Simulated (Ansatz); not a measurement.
Basis-set extrapolation for C₂H₃BO, SMILES `BC=C=O` (PBE0-D4/def2-TZVP geometry, frozen core, Ansatz 0.2.0). Multiplicity 1, RHF reference.

```tsv
	def2-TZVPP	def2-QZVPP
HF	-177.076502	-177.084328
MP2 correlation	-0.630848	-0.674608
CCSD(T) correlation	-0.679310	not run
```

Energies in hartree. Use E(X) = E(∞) + A·exp(−7.88·√X) for Hartree–Fock and E(X) = E(∞) + B·X^(−2.97) for correlation, with X = 3 and 4, and add CCSD(T) minus MP2 of the smaller set to the MP2 limit.

What is the CCSD(T) energy at the basis-set limit?

HF limit: -177.084328 + (-0.007826) × 0.13774 = -177.08541. MP2 limit: -0.674608 + (-0.043760) × 0.74074 = -0.70702. Higher-order term: -0.679310 − (-0.630848) = -0.04846. Total: -177.84089 hartree, 223.4 kJ/mol below CCSD(T)/def2-TZVPP.
